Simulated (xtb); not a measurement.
CeF4, triplet, from a rough starting geometry (GFN-xTB shapes and energies of metal compounds can be far from the true ones) (GFN-xTB holds the 4f electrons in the core, so unpaired electrons go into valence orbitals and the state isn't the physical one) (the multiplicity is a formal guess); GFN2-xTB (xtb).

xtb was given this input:
```
$ xtb mol.xyz --gfn 2 --uhf 2 --opt vtight --json

# file mol.xyz
5

Ce    -0.02515361     0.00554282     0.01249066
F      1.27455974     0.90759605    -1.25472536
F      0.99571325    -1.29172442     1.22446870
F     -1.31055857    -1.03834635    -1.17203196
F     -1.01224534     1.39600949     1.08715864
```

Question: Predict the main parts of the log of this xtb run.

Answer: 
```
   ID    Z sym.   atoms
    1   58 Ce     1
    2    9 F      2-5

           -------------------------------------------------
          |                Calculation Setup                |
           -------------------------------------------------

           -------------------------------------------------
          |                 G F N 2 - x T B                 |
           -------------------------------------------------

          ...................................................
          :                      SETUP                      :
          :.................................................:
          :  # basis functions                  26          :
          :  # atomic orbitals                  25          :
          :  # shells                           11          :
          :  # electrons                        31          :
          :  max. iterations                   250          :
          :  Hamiltonian                  GFN2-xTB          :
          :  restarted?                      false          :
          :  GBSA solvation                  false          :
          :  PC potential                    false          :
          :  electronic temp.          300.0000000     K    :
          :  accuracy                    1.0000000          :
          :  -> integral cutoff          0.2500000E+02      :
          :  -> integral neglect         0.1000000E-07      :
          :  -> SCF convergence          0.1000000E-05 Eh   :
          :  -> wf. convergence          0.1000000E-03 e    :
          :  Broyden damping             0.4000000          :
          :  net charge                          0          :
          :  unpaired electrons                  2          :
          ...................................................

 iter      E             dE          RMSdq      gap      omega  full diag
   1    -18.4719629 -0.184720E+02  0.140E+01    0.68       0.0  T
   2    -19.7945357 -0.132257E+01  0.969E+00    7.88       1.0  T
   3    -20.1157279 -0.321192E+00  0.705E+00    5.12       1.0  T
   4    -20.1294019 -0.136741E-01  0.616E+00    4.98       1.0  T
   5    -20.0649695  0.644325E-01  0.637E+00    5.02       1.0  T
   6    -20.0884074 -0.234379E-01  0.566E+00    4.97       1.0  T
   7    -20.1798408 -0.914334E-01  0.317E+00    4.30       1.0  T
   8    -20.1201244  0.597164E-01  0.371E+00    4.81       1.0  T
   9    -20.1301599 -0.100355E-01  0.335E+00    5.00       1.0  T
  10    -20.1900876 -0.599277E-01  0.216E+00    4.97       1.0  T
  11    -20.1994798 -0.939224E-02  0.191E+00    4.99       1.0  T
  12    -20.2281700 -0.286902E-01  0.795E-01    4.96       1.0  T
  13    -20.2304205 -0.225046E-02  0.612E-01    5.05       1.0  T
  14    -20.2329663 -0.254580E-02  0.285E-01    5.03       1.0  T
  15    -20.2331271 -0.160793E-03  0.241E-01    5.03       1.0  T
  16    -20.2334435 -0.316445E-03  0.152E-01    5.03       1.0  T
  17    -20.2330510  0.392570E-03  0.254E-01    5.03       1.0  T
  18    -20.2333606 -0.309681E-03  0.176E-01    5.03       1.0  T
  19    -20.2335442 -0.183574E-03  0.105E-01    5.03       1.0  T
  20    -20.2336379 -0.936451E-04  0.249E-02    5.03       1.8  T
  21    -20.2336425 -0.466555E-05  0.103E-02    5.03       4.3  T
  22    -20.2336428 -0.221766E-06  0.896E-03    5.03       5.0  T
  23    -20.2336435 -0.697474E-06  0.127E-03    5.03      35.1  T
  24    -20.2336435 -0.888802E-08  0.802E-04    5.03      55.8  T
  25    -20.2336435 -0.251876E-08  0.600E-04    5.03      74.5  T

   *** convergence criteria satisfied after 25 iterations ***

 transition dipole moment (au) for excitation:          15          16
     X       Y       Z
   0.2729  -0.6188   0.0318  total (au/Debye):    0.677   1.721
 dE (eV)             :    0.002
 oscillator strength :  0.28578E-04

         :::::::::::::::::::::::::::::::::::::::::::::::::::::
         ::                     SUMMARY                     ::
[...]
         :: total energy             -20.217422317625 Eh    ::
 * total energy  :   -20.2174223 Eh     change       -0.2668518E-08 Eh
 * total energy  :   -20.2176583 Eh     change       -0.2359391E-03 Eh
 * total energy  :   -20.2177445 Eh     change       -0.8623344E-04 Eh
 * total energy  :   -20.2177477 Eh     change       -0.3192674E-05 Eh
 * total energy  :   -20.2177479 Eh     change       -0.2118572E-06 Eh
 * total energy  :   -20.2177479 Eh     change       -0.9655306E-08 Eh
   *** GEOMETRY OPTIMIZATION CONVERGED AFTER 6 ITERATIONS ***
         :: total energy             -20.217747906984 Eh    ::
[...]
         1        2.0000           -0.8982104             -24.4415
       ...           ...                  ...                  ...
         4        2.0000           -0.8959942             -24.3812
         5        2.0000           -0.5705582             -15.5257
         6        2.0000           -0.5563716             -15.1396
         7        2.0000           -0.5563709             -15.1396
         8        2.0000           -0.5563707             -15.1396
         9        1.9342           -0.5463256             -14.8663
        10        1.9342           -0.5463255             -14.8663
        11        1.9342           -0.5463254             -14.8663
        12        1.8606           -0.5455351             -14.8448
        13        1.8606           -0.5455350             -14.8448
        14        1.8254           -0.5452815             -14.8379
        15        1.8254           -0.5452815             -14.8379
        16        1.8254           -0.5452814             -14.8379 (HOMO)
        17                         -0.3616824              -9.8419 (LUMO)
        18                         -0.3616822              -9.8419
        19                         -0.3513094              -9.5596
        20                         -0.3513084              -9.5596
        21                         -0.3513071              -9.5596
        22                         -0.2127555              -5.7894
        23                          0.1306454               3.5550
        24                          0.1306655               3.5556
        25                          0.1306746               3.5558
      -------------------------------------------------------------
                  HL-Gap            0.1835991 Eh            4.9960 eV
             Fermi-level           -0.4986437 Eh          -13.5688 eV

     #   Z          covCN         q      C6AA      α(0)
     1  58 Ce       2.469     1.058   494.645    48.243
     2   9 F        0.617    -0.265    11.962     4.080
     3   9 F        0.617    -0.265    11.962     4.080
     4   9 F        0.617    -0.265    11.962     4.080
     5   9 F        0.617    -0.265    11.962     4.080

 Mol. C6AA /au·bohr⁶  :       1226.173797
 Mol. C8AA /au·bohr⁸  :     160428.391156
 Mol. α(0) /au        :         64.564438

Wiberg/Mayer (AO) data.
largest (>0.10) Wiberg bond orders for each atom

 ---------------------------------------------------------------------------
     #   Z sym  total        # sym  WBO       # sym  WBO       # sym  WBO
 ---------------------------------------------------------------------------
     1  58 Ce   2.894 --     3 F    0.723     4 F    0.723     2 F    0.723
                             5 F    0.723
     2   9 F    0.832 --     1 Ce   0.723
     3   9 F    0.832 --     1 Ce   0.723
     4   9 F    0.832 --     1 Ce   0.723
     5   9 F    0.832 --     1 Ce   0.723
 ---------------------------------------------------------------------------

Topologies differ in total number of bonds
Writing topology from bond orders to xtbtopo.mol

molecular dipole:
                 x           y           z       tot (Debye)
 q only:        0.000       0.000      -0.000
   full:        0.000      -0.000      -0.000       0.000
molecular quadrupole (traceless):
                xx          xy          yy          xz          yz          zz
 q only:       -0.000      -0.000      -0.000      -0.000       0.000       0.000
  q+dip:       -0.000      -0.000      -0.000       0.000       0.000       0.000
   full:       -0.001      -0.000      -0.000       0.000       0.000       0.001

optimized geometry written to: xtbopt.xyz

           -------------------------------------------------
          | TOTAL ENERGY              -20.217747906984 Eh   |
          | GRADIENT NORM               0.000009860721 Eh/α |
          | HOMO-LUMO GAP               4.995984825927 eV   |
           -------------------------------------------------

normal termination of xtb
```
